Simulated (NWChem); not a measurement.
System: C₃H₃ClF₂; SMILES Cl[C@@H]1[C@H]([C@H]1F)F

Here is an NWChem input.

```
start job
memory heap 200 mb stack 900 mb global 1100 mb
geometry units angstroms noautosym nocenter noautoz
  F      0.207435    -1.634609     1.395375
  C     -0.440381    -0.622792     0.752875
  C     -0.440381    -0.622792    -0.752875
  F      0.207435    -1.634609    -1.395375
  C      0.414912     0.357742     0.000000
  Cl     0.046266     2.093301     0.000000
  H     -1.324964    -0.274913     1.281133
  H     -1.324964    -0.274913    -1.281133
  H      1.479426     0.144385     0.000000
end
basis spherical
  * library 6-31g*
end
dft
  xc b3lyp
  iterations 150
end
cosmo
  do_cosmo_smd true
  solvent toluene
end
task dft energy
```

Excerpt of the output:

```
             Northwest Computational Chemistry Package (NWChem) 7.3.0
             --------------------------------------------------------

                             Geometry "geometry" -> ""
                             -------------------------

 Output coordinates in angstroms (scale by  1.889725989 to convert to a.u.)

  No.       Tag          Charge          X              Y              Z
 ---- ---------------- ---------- -------------- -------------- --------------
    1 F                    9.0000     0.20743500    -1.63460900     1.39537500
    2 C                    6.0000    -0.44038100    -0.62279200     0.75287500
    3 C                    6.0000    -0.44038100    -0.62279200    -0.75287500
    4 F                    9.0000     0.20743500    -1.63460900    -1.39537500
    5 C                    6.0000     0.41491200     0.35774200     0.00000000
    6 Cl                  17.0000     0.04626600     2.09330100     0.00000000
    7 H                    1.0000    -1.32496400    -0.27491300     1.28113300
    8 H                    1.0000    -1.32496400    -0.27491300    -1.28113300
    9 H                    1.0000     1.47942600     0.14438500     0.00000000

 Effective nuclear repulsion energy (a.u.)     289.4037642830

                                 NWChem DFT Module
                                 -----------------

 Summary of "ao basis" -> "ao basis" (spherical)
 ------------------------------------------------------------------------------
       Tag                 Description            Shells   Functions and Types
 ---------------- ------------------------------  ------  ---------------------
 F                           6-31g*                  6       14   3s2p1d
 C                           6-31g*                  6       14   3s2p1d
 Cl                          6-31g*                  8       18   4s3p1d
 H                           6-31g*                  2        2   2s

 in cosmo_initialize ...
 calling solv_data for solv:toluene

 solvent parameters
 solvname_short: toluene
 solvname_long:  toluene
 dielec:        2.3741
 dielecinf:     2.2383
 nonaqueous SMD model solvent descriptors
 dielec:        2.3741
 sola:          0.0000
 solb:          0.1400
 solc:          0.8570
 solg:         40.2000
 solh:          0.0000
 soln:          1.4961

          ---------------
          -cosmo- solvent
          ---------------
 Cosmo: York-Karplus, doi: 10.1021/jp992097l
 dielectric constant -eps-     =   2.37
 screen = (eps-1)/(eps    )    =   0.57879
 surface charge correction     = lagrangian

   van der Waals surface
 --------------------------

 ---------- ATOMIC COORDINATES (A.U.) ------------ VDWR(ANG.) --
     1    0.39199531   -3.08896311    2.63687640     1.730
     2   -0.83219942   -1.17690623    1.42272745     1.850
     3   -0.83219942   -1.17690623   -1.42272745     1.850
     4    0.39199531   -3.08896311   -2.63687640     1.730
     5    0.78406999    0.67603435    0.00000000     1.850
     6    0.08743006    3.95576530    0.00000000     2.380
     7   -2.50381890   -0.51951024    2.42099032     1.200
     8   -2.50381890   -0.51951024   -2.42099032     1.200
     9    2.79570976    0.27284809    0.00000000     1.200
 number of segments per atom =        128
 number of   points per atom =        128
 atom (   nspa,  nppa )
 ----------------------
    1 (     79,     0 )       0
    2 (     30,     0 )       0
    3 (     30,     0 )       0
    4 (     79,     0 )       0
    5 (     18,     0 )       0
    6 (    100,     0 )       0
    7 (     51,     0 )       0
    8 (     51,     0 )       0
    9 (     50,     0 )       0
 number of -cosmo- surface points =      488
 molecular surface =    134.036 angstrom**2
 molecular volume  =    116.800 angstrom**3
 -lineq- algorithm             =   0
 -bem- low  level              =   3
 -bem- from -octahedral-
 gaussian surface charge width =   4.50000
 degree of switching           =   1.00000
 switching function tolerance  =   0.00010
 atomic radii =
 --------------
    1  9.000  1.730
    2  6.000  1.850
    3  6.000  1.850
    4  9.000  1.730
    5  6.000  1.850
    6 17.000  2.380
    7  1.000  1.200
    8  1.000  1.200
    9  1.000  1.200
 ...... end of -cosmo- initialization ......

[...]

                                COSMO-SMD solvation results
                                ---------------------------

             internal energy in gas <Psi(g)|H|Psi(g)> =      -775.926220141649
         internal energy in solvent <Psi(s)|H|Psi(s)> =      -775.925890912098
                               delta internal energy  =         0.000329229551 (    0.21 kcal/mol)
   total free energy in solvent <Psi(s)|H+V/2|Psi(s)> =      -775.930636525328
 polarization energy contribution <Psi(s)|V/2|Psi(s)> =        -0.004745613230 (   -2.98 kcal/mol)
    total free energy in solvent including G(SMD-CDS) =      -775.933323670561
                       G(SMD-CDS) energy contribution =        -0.002687145233 (   -1.69 kcal/mol)
     1 M fixed-concentration free energy of solvation =        -0.007103528912 (   -4.46 kcal/mol)

                       DFT Final Molecular Orbital Analysis
                       ------------------------------------

 Vector   26  Occ=2.000000D+00  E=-3.342944D-01
              MO Center=  9.8D-03,  1.3D+00,  7.1D-09, r^2= 3.3D+00
   Bfn.  Coefficient  Atom+Function         Bfn.  Coefficient  Atom+Function
  ----- ------------  ---------------      ----- ------------  ---------------
    77      0.625628  6 Cl px                81      0.330234  6 Cl px
    73     -0.244532  6 Cl px                19     -0.147171  2 C  pz
    33      0.147171  3 C  pz                62     -0.132853  5 C  s
     5      0.130946  1 F  pz                47     -0.130946  4 F  pz
    20      0.110550  2 C  s                 34      0.110550  3 C  s

 Vector   27  Occ=2.000000D+00  E=-2.871951D-01
              MO Center= -1.1D-01, -7.2D-02, -8.2D-08, r^2= 3.6D+00
   Bfn.  Coefficient  Atom+Function         Bfn.  Coefficient  Atom+Function
  ----- ------------  ---------------      ----- ------------  ---------------
    77      0.329810  6 Cl px                19      0.228998  2 C  pz
    33     -0.228998  3 C  pz                78      0.222663  6 Cl py
    18      0.203438  2 C  py                32      0.203438  3 C  py
    81      0.193394  6 Cl px                 5     -0.190004  1 F  pz
    47      0.190004  4 F  pz                59     -0.158311  5 C  px

 Vector   28  Occ=2.000000D+00  E=-2.827776D-01
              MO Center=  1.2D-02,  6.5D-01,  7.7D-08, r^2= 3.4D+00
   Bfn.  Coefficient  Atom+Function         Bfn.  Coefficient  Atom+Function
  ----- ------------  ---------------      ----- ------------  ---------------
    79      0.495547  6 Cl pz                61     -0.330408  5 C  pz
    83      0.294662  6 Cl pz                75     -0.191549  6 Cl pz
    65     -0.187515  5 C  pz                17     -0.176255  2 C  px
    31      0.176255  3 C  px                 3      0.137643  1 F  px
    45     -0.137643  4 F  px                18     -0.135094  2 C  py

 Vector   29  Occ=0.000000D+00  E= 7.321778D-04
              MO Center= -2.7D-02,  8.0D-01,  5.7D-10, r^2= 3.6D+00
   Bfn.  Coefficient  Atom+Function         Bfn.  Coefficient  Atom+Function
  ----- ------------  ---------------      ----- ------------  ---------------
    82      0.711650  6 Cl py                62      0.612182  5 C  s
    64      0.597003  5 C  py                80     -0.511879  6 Cl s
    78      0.410715  6 Cl py                60      0.352685  5 C  py
    90     -0.296817  7 H  s                 92     -0.296817  8 H  s
    76     -0.202337  6 Cl s                  6      0.192152  1 F  s

 Vector   30  Occ=0.000000D+00  E= 7.704232D-02
              MO Center=  3.6D-01, -2.1D-02,  2.3D-09, r^2= 4.0D+00
   Bfn.  Coefficient  Atom+Function         Bfn.  Coefficient  Atom+Function
  ----- ------------  ---------------      ----- ------------  ---------------
    62      1.513575  5 C  s                 94     -1.040362  9 H  s
    82      0.496320  6 Cl py                80     -0.461048  6 Cl s
    22     -0.374871  2 C  py                36     -0.374871  3 C  py
     6     -0.329439  1 F  s                 48     -0.329439  4 F  s
    64      0.257291  5 C  py                63      0.240978  5 C  px

 Vector   31  Occ=0.000000D+00  E= 1.245243D-01
              MO Center= -1.1D+00, -1.6D-01,  1.1D-08, r^2= 4.2D+00
   Bfn.  Coefficient  Atom+Function         Bfn.  Coefficient  Atom+Function
  ----- ------------  ---------------      ----- ------------  ---------------
    90     -1.233835  7 H  s                 92     -1.233835  8 H  s
    20      1.208307  2 C  s                 34      1.208307  3 C  s
    62     -0.714557  5 C  s                 94      0.488712  9 H  s
    23      0.415347  2 C  pz                37     -0.415347  3 C  pz
     6     -0.215904  1 F  s                 48     -0.215904  4 F  s

     Multipole analysis of the density
     ---------------------------------

     L   x y z        total         alpha         beta         nuclear
     -   - - -        -----         -----         ----         -------
     0   0 0 0     -0.000000    -28.000000    -28.000000     56.000000

     1   1 0 0     -0.461855     -0.755090     -0.755090      1.048325
     1   0 1 0      0.115956     -0.348939     -0.348939      0.813833
     1   0 0 1      0.000000      0.000000      0.000000      0.000000

     2   2 0 0    -26.772256    -31.010783    -31.010783     35.249310
     2   1 1 0      0.600927     -0.890414     -0.890414      2.381756
     2   1 0 1     -0.000000     -0.000000     -0.000000      0.000000
     2   0 2 0    -34.439692   -246.092587   -246.092587    457.745482
     2   0 1 1     -0.000000     -0.000000     -0.000000      0.000000
     2   0 0 2    -30.505938    -95.837138    -95.837138    161.168338
```

Level: B3LYP/6-31G* (spherical d), SMD on the gas-phase geometry. Coordinates come from a B3LYP/6-31G* (spherical d) optimisation. Solvent: toluene.
